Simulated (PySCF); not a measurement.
# One molecule, several mistakes: AlClH4NSi cation

All numbers below are calculated, not measured. They come from PySCF 2.14.0, an open-source quantum chemistry program, on an isolated molecule that a program drew, which may never have been made. The molecule is AlClH4NSi cation (charge +1, singlet), drawn as the SMILES string `[SiH3][NH][Al+][Cl]`.

Each row is a Hartree-Fock (HF) and frozen-core CCSD(T) single point in the cc-pV(D+d)Z basis, meant for a local HF minimum. Run 1 is clean. Each other run has one planted mistake out of seven kinds, and not every kind appears here: one electron removed, one electron added, multiplicity raised by two, geometry at a saddle point, minimal basis STO-3G, one bond length entered in bohr, all coordinates scaled. The reference is restricted for singlets and unrestricted otherwise, and also for a bond in bohr. Adding or removing an electron swaps singlet and doublet. Electrons count all cores. HOMO and LUMO are orbital energies over both spins, the gradient is its largest component, and the lowest frequency (negative if imaginary) is given only where the gradient is small. Bond lengths are over the 7 bonds as drawn. T1 is the CCSD diagnostic: over 0.02 (restricted) or 0.045 (unrestricted) a single reference is doubtful.

Geometry of the clean run:
```xyz
8
AlClH4NSi cation, angstrom
Si    2.3070   -2.5116   -0.8125
N     1.2123   -1.1102   -1.0885
Al    1.3169    0.4136   -0.3289
Cl    1.4657    2.2006    0.5845
H     2.9857   -2.8430   -2.0712
H     1.5230   -3.6328   -0.2803
H     3.2475   -1.9706    0.1945
H     0.4771   -1.2743   -1.7632
```

| run | electrons | basis functions | <S^2> | HOMO (eV) | LUMO (eV) | gradient (hartree/bohr) | lowest frequency (cm^-1) | mean bond (Å) | longest bond (Å) | T1 | HF (hartree) | CCSD(T) (hartree) | mistake |
|---|---|---|---|---|---|---|---|---|---|---|---|---|---|
| 1 | 54 | 103 | 0.000 | -16.30 | -4.51 | 9.3e-06 | 69 | 1.5636 | 2.012 | 0.0135 | -1046.99546 | -1047.50277 | no fault |
| 2 | 55 | 103 | 0.760 | -5.79 | 1.25 | 6.0e-02 | - | 1.5636 | 2.012 | 0.0182 | -1047.18392 | -1047.70686 | one electron added |
| 3 | 54 | 103 | 0.000 | -15.89 | -5.06 | 4.3e-02 | - | 1.6731 | 2.153 | 0.0163 | -1046.96057 | -1047.47906 | all coordinates scaled |
| 4 | 53 | 103 | 0.763 | -22.86 | -12.80 | 9.4e-02 | - | 1.5636 | 2.012 | 0.0463 | -1046.46405 | -1046.94082 | one electron removed |
| 5 | 54 | 36 | 0.000 | -14.24 | -0.57 | 2.5e-02 | - | 1.5636 | 2.012 | 0.0196 | -1035.22220 | -1035.38462 | minimal basis STO-3G |
| 6 | 54 | 103 | 2.015 | -11.66 | -6.66 | 9.3e-02 | - | 1.5636 | 2.012 | 0.0245 | -1046.86858 | -1047.35123 | ? |

**Which mistake was planted in run 6, and what did it cost?**

Electrons, basis and geometry are unchanged, and <S^2> is 2.015, beside S(S+1) = 2.00 for a multiplicity of 3. So the mistake is: multiplicity raised by two. Subtracting run 1 and multiplying by 627.51 kcal/mol a hartree, the energy moved by 79.6 kcal/mol in HF and 95.1 kcal/mol in CCSD(T).

Cautions from the logs. Run 4: T1 is over the limit, so its CCSD(T) energy is less reliable.
